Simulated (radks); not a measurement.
Results of a calculation; reference values are marked as such.
Q: Radial electron density D(r) = 4 pi r^2 rho(r) of an atom or ion with 36 electrons. Code: a radial shooting solver on a logarithmic mesh with Libxc functionals. Model: Dirac Kohn-Sham, BLYP, spin-unpolarised, spherical densities, finite nucleus; Fermi nuclear charge, rms radius of each element as measured or else 0.836 A^(1/3) + 0.57 fm.

r (bohr),D(r) (e/bohr)
0.001824,1.464
0.002375,2.341
0.003118,3.751
0.004092,5.911
0.005329,9.000
0.006994,13.49
0.00918,19.50
0.01195,26.60
0.01569,34.47
0.0206,41.26
0.02703,44.84
0.0352,43.91
0.0462,39.74
0.06065,37.11
0.07897,40.85
0.1037,49.62
0.1361,53.33
0.1772,44.97
0.2325,32.44
0.3052,30.83
0.3975,36.61
0.5217,33.52
0.6848,20.03
0.8917,9.460
1.17,6.150
1.536,5.455
2,3.766
2.626,1.724
3.446,0.5226
4.488,0.1061
5.89,0.01148

What is the nuclear charge?

A: Z = 36. The innermost maximum, from 1s, lies near gamma/Z bohr with gamma = sqrt(1 - (Z/c)^2) = 0.965, here 0.0268 bohr (found: 0.0291), and its height grows with Z. The density is that of neutral krypton in [Kr]; the configuration itself is not fixed sharply by these data, and Z only to about a unit. D(r) has 3 maxima, at r = 0.0291, 0.130, 0.431 bohr, and minima at 0.0602, 0.273 bohr, inside which lie 2.08, 11.01 electrons.
